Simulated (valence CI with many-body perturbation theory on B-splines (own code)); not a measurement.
## Sm29+: calculated level list

Level of theory: configuration interaction combined with many-body perturbation theory (CI+MBPT): five valence electrons over a frozen Dirac-Fock core [Ar] 3d10, radial functions for each j: 11 s, 11 p, 10 d, 8 f, 5 g, 2 h, with the one-electron correlation potential Σ1 (screened to all orders), the two-electron term Σ2, the three-electron term Σ3, Breit, model QED; selected single and double excitations, second order for the rest, scaled by the run's own slope (own B-spline code, finite nucleus).

No measured spectrum was set against this ion. As an estimate, large intervals hold to a few tenths of a per cent, small ones and those within an open d or f shell to about a per cent. Among the levels kept, up to 2200 cm⁻¹ of a level comes from second order outside the variational space, and about a tenth of that is noise between levels of different J, which matters for small intervals.

Levels 136 to 170 of 170, with energies above the lowest level, (4s^2 4p1/2^2 4p3/2) J=3/2. "Leading %" is the weight of the configuration and term that name the level; weights of strongly mixed levels are sums over their largest components and can fall short, so below about 35 % the name and the second component can differ from the true leading terms, or belong to a minority configuration. In the jj column 3d3/2^4 stands for four electrons in 3d with j = 3/2. Lifetimes count E1, E2, E3, M1 and M2 decay at the calculated energies, and are blank where another channel may lead or the interval is too uncertain; long ones can be off by a factor of two.

```csv
No.,Configuration,Term,J,E (cm⁻¹),Leading %,Leading jj,Lifetime
136,4s²4p4d²,²P°,1/2,2405800,65,4s^2 4p1/2 4d5/2^2 (66 %),1.97 ps
137,4s²4p²4f,²G°,9/2,2406900,41,4s^2 4p1/2 4p3/2 4f5/2 (33 %),2.74 ps
138,4s²4p²4f,²F°,5/2,2407500,45,4s^2 4p1/2 4p3/2 4f7/2 (61 %),4.38 ps
139,4s4p³4d,²F°,7/2,2412900,34,4s 4p3/2^3 4d5/2 (50 %),4.06 ps
140,4s4p³4d,²D°,3/2,2436500,33,4s 4p3/2^3 4d5/2 (42 %),2.77 ps
141,4s²4p4d²,²G°,7/2,2440500,22,4s^2 4p1/2 4p3/2 4f7/2 (28 %),1.47 ps
142,4s²4p²4f,²D°,3/2,2446600,34,4s^2 4p1/2 4p3/2 4f7/2 (48 %),1.65 ps
143,4s4p³4d,²P°,1/2,2450200,36,4s 4p3/2^3 4d3/2 (48 %),1.43 ps
144,4s4p³4d,²F°,7/2,2463000,28,4s 4p3/2^3 4d5/2 (48 %),2.43 ps
145,4s4p³4d,²D°,5/2,2471000,17,4s 4p3/2^3 4d3/2 (31 %),1.55 ps
146,4s4p³4d,²P°,3/2,2478300,32,4s 4p3/2^3 4d5/2 (37 %),1.97 ps
147,4s4p³4d,²D°,5/2,2479100,26,4s^2 4p3/2 4d3/2 4d5/2 (31 %),1.82 ps
148,4s²4p4d²,⁴G°,11/2,2482400,87,4s^2 4p3/2 4d5/2^2 (73 %),5.51 ps
149,4s²4p4d²,⁴G°,9/2,2495100,35,4s^2 4p3/2 4d3/2 4d5/2 (82 %),1.54 ps
150,4s²4p4d²,²F°,7/2,2500900,38,4s^2 4p3/2 4d3/2 4d5/2 (60 %),1.83 ps
151,4s²4p4d²,²D°,3/2,2510800,25,4s^2 4p3/2 4d3/2^2 (53 %),923 fs
152,4s²4p4d²,⁴P°,5/2,2518800,20,4s^2 4p3/2 4d3/2 4d5/2 (51 %),2.07 ps
153,4s²4p4d²,⁴D°,1/2,2524500,31,4s^2 4p3/2 4d5/2^2 (35 %),1.55 ps
154,4s²4p4d²,⁴F°,7/2,2527000,20,4s^2 4p3/2 4d3/2^2 (44 %),968 fs
155,4s²4p4d²,⁴F°,5/2,2528200,23,4s^2 4p3/2 4d3/2^2 (33 %),1.13 ps
156,4s²4p4d²,⁴D°,3/2,2530200,47,4s^2 4p3/2 4d3/2 4d5/2 (35 %),1.30 ps
157,4s²4p4d²,²H°,11/2,2534500,68,4s^2 4p3/2 4d3/2 4d5/2 (60 %),2.69 ps
158,4s²4p4d²,⁴D°,1/2,2538400,20,4s^2 4p3/2 4d3/2^2 (34 %),1.27 ps
159,4s²4p4d²,²G°,9/2,2544500,33,4s^2 4p3/2^2 4f5/2 (37 %),2.40 ps
160,4s²4p4d²,²F°,5/2,2549800,26,4s^2 4p3/2 4d3/2 4d5/2 (34 %),1.72 ps
161,4s²4p4d²,⁴D°,7/2,2550600,48,4s^2 4p3/2 4d5/2^2 (44 %),2.45 ps
162,4s²4p4d²,²S°,1/2,2551200,40,4s^2 4p3/2 4d3/2 4d5/2 (64 %),1.31 ps
163,4s4p³4d,²D°,3/2,2560700,10,4s 4p3/2^3 4d5/2 (40 %),1.39 ps
164,4s²4p4d²,⁴S°,3/2,2569400,23,4s^2 4p3/2 4d3/2 4d5/2 (31 %),1.22 ps
165,4s²4p4d²,⁴P°,5/2,2572600,32,4s^2 4p3/2 4d5/2^2 (42 %),2.10 ps
166,4s²4p4d²,²F°,7/2,2578900,18,4s^2 4p3/2 4d3/2 4d5/2 (33 %),1.95 ps
167,4s4p²4d²,⁶G,3/2,2589000,35,4s 4p1/2^2 4d3/2^2 (67 %),33.7 ps
168,4p⁴4d,⁴D,5/2,2595100,20,4s 4p1/2^2 4d3/2^2 (45 %),27.7 ps
169,4s²4p4d²,²G°,7/2,2599200,24,4s^2 4p3/2^2 4f5/2 (28 %),1.89 ps
170,4s²4p4d²,²F°,5/2,2610300,39,4s^2 4p3/2 4d3/2 4d5/2 (36 %),2.67 ps
```

Where two levels of one J and parity lie close, their mixing, g and order are uncertain.
